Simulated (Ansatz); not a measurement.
Two isomers of C3H10Si2: A = `CC1([SiH3])C[SiH2]1`, B = `C[SiH2]/C=C/[SiH3]`.

Calculated with Ansatz (gas phase, PBE0-D4/def2-TZVP geometries, no zero-point term in ΔE). CBS: MP2 limit from def2 TZ/QZ plus the TZ coupled-cluster correction, frozen cores. DFT in def2-TZVPP. B3LYP here is the variant with VWN-RPA as its local correlation; programs differ in this. Each species was taken in one conformer, which may not be the lowest.

Problem. Which isomer does CCSD(T)/CBS put lower? Give the gap. (An estimate is asked.)

Solution. Computed: B, by 15.6 kcal/mol.

Problem. Give E(B) − E(A) in kcal/mol with CCSD(T)/def2-TZVPP, CCSD/def2-TZVPP, PBE-D4, B3LYP, B2PLYP, r2SCAN-D4, B3LYP-D4. (An estimate is asked.)

Solution. The calculation gave: CCSD(T)/def2-TZVPP -15.8, CCSD/def2-TZVPP -16.7, PBE-D4 -12.3, B3LYP -20.0, B2PLYP -17.9, r2SCAN-D4 -13.8, B3LYP-D4 -17.9. None reverses the order clearly.

Largest T1 diagnostic: 0.011.

The D4 term adds +2.1 kcal/mol with B3LYP and +1.1 kcal/mol with PBE0; it sums over pairs of atoms, weighted by their polarisabilities, and B3LYP, whose exchange is more repulsive, gets the larger term. In def2-TZVPP, CCSD(T) changes the Hartree–Fock value by +9.5 kcal/mol (the triples alone add +0.9 kcal/mol) and MP2 by +12.6 kcal/mol.
